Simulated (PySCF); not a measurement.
**Spin-state energies of [Fe(NH3)6]2+**

[Fe(NH3)6]2+: Fe(II) (d6), charge +2. The structure is a PBE0-D3(BJ)/def2-SVP, IEF-PCM water geometry optimised for multiplicity 5; coordination octahedral, point group S6, metal–donor distances 2.23 Å.

```
25

Fe    0.0000    0.0000    0.0000
N     2.2293   -0.0151   -0.0151
H     2.6458    0.9176   -0.0106
H     2.6427   -0.5026    0.7816
H     2.6053   -0.4783   -0.8440
N    -2.2293    0.0151    0.0151
H    -2.6458   -0.9176    0.0106
H    -2.6053    0.4783    0.8440
H    -2.6427    0.5026   -0.7816
N    -0.0151    2.2293   -0.0151
H    -0.0106    2.6458    0.9176
H     0.7816    2.6427   -0.5026
H    -0.8440    2.6053   -0.4783
N     0.0151   -2.2293    0.0151
H     0.0106   -2.6458   -0.9176
H     0.8440   -2.6053    0.4783
H    -0.7816   -2.6427    0.5026
N    -0.0151   -0.0151    2.2293
H     0.9176   -0.0106    2.6458
H    -0.5026    0.7816    2.6427
H    -0.4783   -0.8440    2.6053
N     0.0151    0.0151   -2.2293
H    -0.9176    0.0106   -2.6458
H     0.4783    0.8440   -2.6053
H     0.5026   -0.7816   -2.6427
```

Method (PySCF 2.14, density fitting): CASSCF(6,5) with orbitals averaged over all microstates of the shell, strongly contracted NEVPT2 on the averaged canonical orbitals; basis x2c-TZVPall on the metal, x2c-SVPall elsewhere; spin-free X2C; IEF-PCM water; spin-orbit coupling by state interaction with the mean-field operator over all roots.

The unrestricted Kohn–Sham energies use the same basis, Hamiltonian, solvent and geometry. All energies are vertical, in cm⁻¹ above the lowest state with 2S+1 = 5; a negative value means that the lower spin is more stable. A dash marks a spin without a sound unrestricted solution.

```json
{"method": "BP86", "2S+1 = 3": "–", "2S+1 = 1": "1215"}
{"method": "TPSSh", "2S+1 = 3": "–", "2S+1 = 1": "4230"}
{"method": "B3LYP", "2S+1 = 3": "–", "2S+1 = 1": "5363"}
{"method": "PBE0", "2S+1 = 3": "–", "2S+1 = 1": "9401"}
```

(1) What do CASSCF and NEVPT2 in the d shell give?

(2) How does exact exchange act on the 2S+1 = 1 state?

The functionals differ in more than their exact exchange.

The active space of the d orbitals alone lacks metal–ligand bonding pairs, which usually tilts NEVPT2 towards high spin.

5Eg (from 5T2g) (122 cm⁻¹) lies within 300 cm⁻¹ of 5Ag (from 5T2g) at NEVPT2 level, inside the method's error: they are parts of one split term, whose order is undecided. The geometry optimisation stopped short of its thresholds.

Answers

(1) 
```csv
method,2S+1 = 3,2S+1 = 1
CASSCF,15264,18090
NEVPT2,11166,11435
```

(2) From BP86 (0 % exact exchange) to PBE0 (25 %) it moves by +8186 cm⁻¹ against the high-spin state, so more exact exchange favours high spin, the usual trend.
